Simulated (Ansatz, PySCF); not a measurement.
Species: C2H7BO, charge 0, multiplicity 1. SMILES: CB(C)O
Coordinates optimised at B3LYP-D3(BJ)/def2-TZVP (Ansatz, a quantum-chemistry and plane-wave program):
```xyz
11

C      1.1177    -1.0752     0.0003
B      0.0332     0.0619    -0.0227
C     -1.4653    -0.2033     0.3947
O      0.4457     1.3010    -0.4268
H      0.7429    -2.0038    -0.4391
H      2.0414    -0.7926    -0.5061
H      1.3686    -1.3185     1.0395
H     -1.5281    -0.7936     1.3129
H     -2.0640     0.7017     0.5318
H     -1.9560    -0.8047    -0.3791
H     -0.2512     1.9653    -0.4027
```
Charge 0, spin multiplicity 1.

HF/STO-3G beside other levels, property by property. Conventions: dispersion terms only where a functional's name holds one; valence correlation only; UHF or UKS for open shells; non-relativistic; 6-31G* and kin with 6d, 5d where marked; no spin-orbit coupling; atomisation electronic, to ground-state atoms. CBS(X,Y): correlation extrapolated as X^-3; Hartree-Fock from the larger set. Ab initio and DFT rows: single points at B3LYP-D3(BJ) geometries (Ansatz), with unscaled harmonic terms from B3LYP/6-31G* (Ansatz) at its own minima, enthalpies of formation by atomisation with measured atoms.

Coupled cluster (Ansatz) is a level with limits of its own, used here on species with T1 under 0.025 (0.045 for open shells) and stable references: CCSD(T)/CBS(aug-cc-pVTZ,aug-cc-pVQZ).

```json
[
 {"property": "atomisation energy (kcal/mol)", "HF/STO-3G (Ansatz)": "978.7", "BP86/def2-SVP (PySCF)": "1077.3", "B3LYP/6-31G* (Ansatz)": "1041.2", "wB97X-V/def2-TZVPD (Ansatz)": "1046.5", "to compare with": "1045.9 coupled cluster"},
 {"property": "H-O bond dissociation enthalpy at 298 K, to CB(C)[O] + H atom (kcal/mol)", "HF/STO-3G (Ansatz)": "75.3", "BP86/def2-SVP (PySCF)": "95.8", "B3LYP/6-31G* (Ansatz)": "93.1", "wB97X-V/def2-TZVPD (Ansatz)": "101.2", "to compare with": "105.2 coupled cluster"},
 {"property": "enthalpy of formation at 298 K (kcal/mol)", "HF/STO-3G (Ansatz)": "-28.5", "BP86/def2-SVP (PySCF)": "-127.1", "B3LYP/6-31G* (Ansatz)": "-91.0", "wB97X-V/def2-TZVPD (Ansatz)": "-96.3", "to compare with": "-95.7 coupled cluster"}
]
```

As the rows show:
- atomisation energy: HF/STO-3G lies 67.2 kcal/mol below coupled cluster.
- H-O bond dissociation enthalpy at 298 K, to CB(C)[O] + H atom: HF/STO-3G lies 29.9 kcal/mol below coupled cluster.
- enthalpy of formation at 298 K: HF/STO-3G lies 67.2 kcal/mol above coupled cluster.

The properties are those with a value to compare with, at most eight drawn at random. No case is left out for the size of its miss. Left out are saddle points of the reference geometry, anions that the best level run finds unbound, excited spin states, species near biochemistry, 298 K rows of species without real B3LYP wavenumbers, cases with under five habitual levels, runs that failed or that the program found above a lower state of the same kind, table entries that another table contradicts, and a share of species set aside by lot.
